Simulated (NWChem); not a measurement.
System: WNH₃SO₂; SMILES [SH][W]([NH2])(=[O])=[O]

NWChem printed, in part:

```
             Northwest Computational Chemistry Package (NWChem) 7.3.0
             --------------------------------------------------------

 C1  symmetry detected

                             Geometry "geometry" -> ""
                             -------------------------

 Output coordinates in angstroms (scale by  1.889725989 to convert to a.u.)

  No.       Tag          Charge          X              Y              Z
 ---- ---------------- ---------- -------------- -------------- --------------
    1 W                   74.0000     0.07984874     0.23324914    -0.00737509
    2 O                    8.0000     0.94415506     0.42358056     1.42268443
    3 O                    8.0000     0.76424732     0.66612809    -1.47974974
    4 N                    7.0000    -1.70345532     1.07469818     0.14235550
    5 H                    1.0000    -2.17822174     1.38386198     0.99914973
    6 H                    1.0000    -2.18835783     1.54195490    -0.63428811
    7 S                   16.0000    -0.21530636    -2.13330210    -0.09644203
    8 H                    1.0000     0.15964274    -2.29397605     1.18400159

 Effective nuclear repulsion energy (a.u.)     933.1393619946

                                Z-matrix (autoz)
                                --------

 Units are Angstrom for bonds and degrees for angles

[...]

      ----------------------
      Optimization converged
      ----------------------

  Step       Energy      Delta E   Gmax     Grms     Xrms     Xmax
  ---- ---------------- -------- -------- -------- -------- --------
@   13    -671.80044588 -2.1D-06  0.00013  0.00003  0.00046  0.00139
                                     ok       ok       ok       ok

                                Z-matrix (autoz)
                                --------

 Units are Angstrom for bonds and degrees for angles

      Type          Name      I     J     K     L     M      Value     Gradient
      ----------- --------  ----- ----- ----- ----- ----- ---------- ----------
    1 Stretch                  1     2                       1.70676    0.00001
    2 Stretch                  1     3                       1.70531    0.00001
    3 Stretch                  1     4                       1.93577    0.00003
    4 Stretch                  1     7                       2.36406    0.00004
    5 Stretch                  4     5                       1.01707   -0.00002
    6 Stretch                  4     6                       1.01737   -0.00000
    7 Stretch                  7     8                       1.35416    0.00013
    8 Bend                     1     4     5               124.14645    0.00000
    9 Bend                     1     4     6               124.07925    0.00001
   10 Bend                     1     7     8                94.43300    0.00001
   11 Bend                     2     1     3               112.47696   -0.00002
   12 Bend                     2     1     4               107.88889    0.00001
   13 Bend                     2     1     7               109.56760    0.00001
   14 Bend                     3     1     4               109.10702    0.00000
   15 Bend                     3     1     7               105.58688    0.00000
   16 Bend                     4     1     7               112.27296   -0.00001
   17 Bend                     5     4     6               110.89844   -0.00001
   18 Torsion                  2     1     4     5         -19.43338   -0.00001
   19 Torsion                  2     1     4     6         148.86804    0.00000
   20 Torsion                  2     1     7     8          39.10285    0.00000
   21 Torsion                  3     1     4     5        -141.91115   -0.00000
   22 Torsion                  3     1     4     6          26.39027    0.00001
   23 Torsion                  3     1     7     8         160.46133   -0.00001
   24 Torsion                  4     1     7     8         -80.75616   -0.00001
   25 Torsion                  5     4     1     7         101.39787   -0.00000
   26 Torsion                  6     4     1     7         -90.30071    0.00001

                         Geometry "geometry" -> "geometry"
                         ---------------------------------

 Output coordinates in angstroms (scale by  1.889725989 to convert to a.u.)

[...]
```

Level: PBE0/def2-SVP with def2 effective core potentials on W. No frequency run checked for a minimum. def2 effective core potentials on W; no spin-orbit coupling.

Which NWChem input produces such a log?

This is not unique; one that fits is the input that was run:
```
start job
memory heap 200 mb stack 900 mb global 1100 mb
geometry units angstroms
  W      0.199758     0.050934    -0.046887
  O      0.458299     1.477033     0.806178
  O      1.217662    -1.268109     0.171447
  N      0.035812     0.420271    -1.982692
  H     -0.114958     1.330440    -2.434292
  H      0.374106    -0.209588    -2.721251
  S     -1.936890    -0.632778     0.767292
  H     -2.177090     0.562797     1.331954
end
basis spherical
  * library def2-svp
end
ecp
  W library def2-ecp
end
dft
  xc pbe0
  iterations 150
end
driver
  maxiter 120
end
task dft optimize
```
